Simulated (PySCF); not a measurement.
## Spin-rotation constants: `InChI=1S/C5H5Cl2F/c1-2-3-4(8)5(6)7/h3-5H,1H2/t4-/m0/s1`

Geometry:
```tsv
atom	x (Å)	y (Å)	z (Å)
C1	2.248	0.769	-0.027
C2	1.342	-0.150	-0.059
C3	0.446	-1.089	-0.074
C4	-1.028	-0.877	0.132
F5	-1.734	-1.622	-0.793
C6	-1.499	0.572	0.016
Cl7	-0.925	1.333	-1.479
Cl8	-0.931	1.487	1.422
H9	2.741	1.044	0.891
H10	2.544	1.302	-0.915
H11	0.718	-2.120	-0.252
H12	-1.338	-1.265	1.117
H13	-2.590	0.616	0.003
```

Method used: GIAO HF/pcSseg-1 magnetisability, rotational g tensor and spin-rotation constants, non-relativistic, gas phase in PySCF 2.14.0. Geometry: GFN2-xTB.

**Question.** Give the nuclear spin-rotation constants along the inertial axes (H = +C I·J) beside the isotropic shieldings.

**Answer.** Rotational constants 1.4187, 1.3138, 1.1104 GHz. A star marks the isotopologue with that one atom substituted, in its own axes.
| atom | isotope | Caa (kHz) | Cbb (kHz) | Ccc (kHz) | mean (kHz) | σ (ppm) |
| --- | --- | --- | --- | --- | --- | --- |
| F5 | 19F | 0.528 | 0.375 | 0.611 | 0.504 | 401.5 |
| Cl7 | 35Cl | 0.331 | 0.407 | 0.086 | 0.275 | 796.1 |
| Cl8 | 35Cl | 0.225 | 0.431 | 0.190 | 0.282 | 775.4 |
| H9 | 1H | 0.021 | -0.149 | -0.046 | -0.058 | 26.7 |
| H10 | 1H | -0.140 | -0.148 | 0.079 | -0.070 | 26.7 |
| H11 | 1H | -0.096 | 0.043 | -0.119 | -0.058 | 26.8 |
| H12 | 1H | -0.162 | -0.119 | 0.065 | -0.072 | 26.9 |
| H13 | 1H | -0.054 | 0.004 | -0.121 | -0.057 | 26.4 |
| C1 | 13C* | 0.340 | 0.147 | 0.398 | 0.295 | 104.6 |
| C2 | 13C* | 0.606 | 0.615 | 0.509 | 0.577 | -35.5 |
| C3 | 13C* | 0.280 | 0.487 | 0.159 | 0.309 | 105.5 |
| C4 | 13C* | 0.280 | 0.329 | 0.268 | 0.292 | 108.5 |
| C6 | 13C* | 0.290 | 0.304 | 0.219 | 0.271 | 120.7 |

For the geometry as given, no vibrational averaging.

**Question.** How do the rotational constants and the g tensor change when H9, H10, H11, H12, H13 are replaced by deuterium?

**Answer.** Constants 1.3463, 1.2280, 1.0337 GHz; g -0.0129, -0.0111, -0.0086, against -0.0114, -0.0135, -0.0095 before.
